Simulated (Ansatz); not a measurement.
Input file for Ansatz (an electronic-structure program): U-PBE/def2-TZVPP on Y, 2S+1 = 2, a spin state set in the input, which need not be the lowest. Elements past Kr take the def2 small-core potentials; no spin–orbit coupling.

Ansatz 0.2 input:
```yaml
crystal:
  periodic: [false, false, false]
  atoms:
    - {symbol: Y, position_ang: [0.00000000, 0.00000000, 0.00000000]}
basis:
  gaussian:
    orbitals: def2-TZVPP
hamiltonian:
  xc: {name: PBE}
magnetization: {spin_polarized: true, initial_magnetization: 1}
scf: {lower_state_search: full}
```

The head of its log:

```
Functional definition: PBE
[...]
integrals: 0.01 GiB planned
349 factors; their error is unknown
mean field: 0.14 GiB planned
mean field evaluation 1: about -1039.7949 eV, gradient 4.8e0 eV
mean field evaluation 2: about -1039.8916 eV, gradient 3.9e0 eV
```

Q: Give the final energy of this run.

A: -38.2208 hartree. Its determinant has ⟨S²⟩ = 0.92, a mixture of spin states.
